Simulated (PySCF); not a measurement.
Species: C4H2F4.
Bonds: F1–C2, C2–C3, C3–C4 (triple), C4–C5, C5–F6, C5–F7, C5–F8. Hydrogens: H9, H10 on C2.

The same species was optimised twice, with GFN2-xTB and with PBE0-D3(BJ)/def2-SVP (PySCF), and the same property calculations (PySCF, gas phase) were run on both structures.

| coordinate | GFN2-xTB | PBE0-D3(BJ)/def2-SVP | change |
| --- | --- | --- | --- |
| C2–C3 (Å) | 1.447 | 1.459 | +0.012 |
| C4–C5 (Å) | 1.457 | 1.468 | +0.011 |
| C5–F7 (Å) | 1.342 | 1.333 | -0.009 |
| C3≡C4 (Å) | 1.199 | 1.208 | +0.009 |
| C5–F8 (Å) | 1.340 | 1.331 | -0.009 |
| C5–F6 (Å) | 1.340 | 1.331 | -0.009 |
| F1–C2 (Å) | 1.370 | 1.364 | -0.006 |
| C2–C3–C4 (°) | 177.0 | 179.4 | +2.4 |
| C3–C4–C5 (°) | 177.6 | 179.7 | +2.1 |
| F6–C5–F7 (°) | 106.9 | 107.9 | +1.0 |
| F7–C5–F8 (°) | 106.9 | 107.9 | +1.0 |
| C4–C5–F6 (°) | 112.1 | 111.2 | -0.9 |
| C4–C5–F8 (°) | 112.1 | 111.2 | -0.9 |
| F6–C5–F8 (°) | 107.0 | 107.8 | +0.8 |
| F1–C2–C3 (°) | 111.0 | 111.8 | +0.8 |

Rotational constants: A = 4782, B = 838.4, C = 819.0 MHz (GFN2-xTB) against A = 4827, B = 827.6, C = 809.6 MHz (PBE0-D3(BJ)/def2-SVP). Point groups within 0.08 Å: Cs and Cs. Atoms that the bonding makes alike are paired by their places after alignment.

On the GFN2-xTB structure: HOMO (eV) -9.07 [PBE0/pcSseg-1]; LUMO (eV) -0.91 [PBE0/pcSseg-1]; dipole (D) 2.76 [PBE0/pcSseg-1]; GIAO shielding of F1 (ppm) 427.4 [PBE0/pcSseg-1]; GIAO shielding of C2 (ppm) 114.8 [PBE0/pcSseg-1]; GIAO shielding of C3 (ppm) 97.2 [PBE0/pcSseg-1]; GIAO shielding of C4 (ppm) 102.3 [PBE0/pcSseg-1]; GIAO shielding of C5 (ppm) 63.5 [PBE0/pcSseg-1]; GIAO shielding of F6/F7/F8 (mean) (ppm) 235.0 [PBE0/pcSseg-1].

What do these properties become on the PBE0-D3(BJ)/def2-SVP structure?

```tsv
property	level	on GFN2-xTB	on PBE0-D3(BJ)/def2-SVP	change
HOMO (eV)	PBE0/pcSseg-1	-9.07	-8.94	+0.13
LUMO (eV)	PBE0/pcSseg-1	-0.91	-0.80	+0.11
dipole (D)	PBE0/pcSseg-1	2.76	2.57	-0.19
energy, GFN2-xTB geometry as zero (kcal/mol)	PBE0/pcSseg-1	0.0	-0.1	-0.1
GIAO shielding of F1 (ppm)	PBE0/pcSseg-1	427.4	429.5	+2.1
GIAO shielding of C2 (ppm)	PBE0/pcSseg-1	114.8	114.3	-0.5
GIAO shielding of C3 (ppm)	PBE0/pcSseg-1	97.2	97.8	+0.6
GIAO shielding of C4 (ppm)	PBE0/pcSseg-1	102.3	101.2	-1.1
GIAO shielding of C5 (ppm)	PBE0/pcSseg-1	63.5	65.3	+1.8
GIAO shielding of F6/F7/F8 (mean) (ppm)	PBE0/pcSseg-1	235.0	241.1	+6.1
```

The heavy atoms differ by 0.026 Å rms after alignment (one structure mirrored). Among bonds between heavy atoms C2–C3 and C4–C5 change most and about equally (+0.011 to +0.012 Å). Changes are differences of the printed values. Neither structure is proved a minimum here.
